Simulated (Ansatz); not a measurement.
`[OH][Al]([SiH3])[Cl]`. Charge 0, multiplicity 1. All single points use the PBE0-D4/def2-TZVP geometry. It is one conformer, not always the lowest.

```xyz
8

O    -1.405   -0.734    1.528
Al   -0.956    0.042    0.099
Si    1.400    0.137   -0.500
Cl   -2.455    0.901   -1.102
H    -2.307   -0.811    1.839
H     1.971   -1.236   -0.579
H     1.591    0.806   -1.815
H     2.161    0.895    0.531
```

(1) What is the dipole moment at ωB97M-V/def2-TZVPP? (Estimate.)

(2) And with PBE, r2SCAN, B3LYP? (An estimate is asked.)

(3) Give the Mulliken charges with ωB97M-V, PBE, B3LYP in def2-TZVPP. (Best estimate.)

Answers

(1) Computed: 0.68 D, with components (-0.20, -0.31, 0.57) D in this frame, pointing from negative to positive charge.

(2) The calculation gave: PBE 0.67 D, r2SCAN 0.70 D, B3LYP 0.66 D.

(3) The calculation gave: 
| atom | ωB97M-V | PBE | B3LYP |
| --- | --- | --- | --- |
| O1 | -0.38 | -0.35 | -0.39 |
| Al2 | 0.57 | 0.53 | 0.59 |
| Si3 | -0.07 | -0.02 | 0.04 |
| Cl4 | -0.24 | -0.24 | -0.27 |
| H5 | 0.17 | 0.18 | 0.18 |
| H6 | -0.02 | -0.03 | -0.05 |
| H7 | -0.01 | -0.03 | -0.05 |
| H8 | -0.02 | -0.03 | -0.05 |

B3LYP here is the variant with VWN-RPA as its local correlation; programs differ in this.
